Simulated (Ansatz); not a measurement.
Ideal-gas functions of BrHZn, SMILES `[ZnH][Br]` at 600 K and 1 bar, from an Ansatz frequency run at PBE0-D4/def2-TZVP.

Molar mass 146.3 g/mol, point group C∞v (symmetry number 1), electronic degeneracy 1, moments of inertia 188.328 u Å². Harmonic wavenumbers (cm⁻¹, unscaled): 312, 430, 430, 1963.

Use S(trans) = R[1.5 ln M + 2.5 ln T − 1.1517]; rotational temperatures θ = 24.2544 K / I; S(rot) = R[ln(T/σθ) + 1]; for each mode x = 1.438777 ν̃/T, S = R[x/(eˣ − 1) − ln(1 − e⁻ˣ)] and H = RT x/(eˣ − 1); 1 cm⁻¹ = 0.0119627 kJ/mol; R = 8.31446 J/(mol·K).

By hand: the entropy, in J/(mol·K).

Translation 185.6. Rotation: θ = 0.1288 K, giving 78.5. Vibration, mode by mode: 10.92, 8.42, 8.42, 0.43, in all 28.2. Electronic 0.0. Sum 292.3 J/(mol·K).

By hand: H − E and G − E in kJ/mol, counted from the electronic energy.

Zero-point energy ½ × 3135 × 0.0119627 = 18.8; thermal vibration 9.3; translation, rotation and pV give 3.5 RT = 17.5. H − E = 45.6 kJ/mol, and G − E = 45.6 − 600 × 292.3/1000 = -129.8 kJ/mol.

Vibration gives 10 % of the entropy.
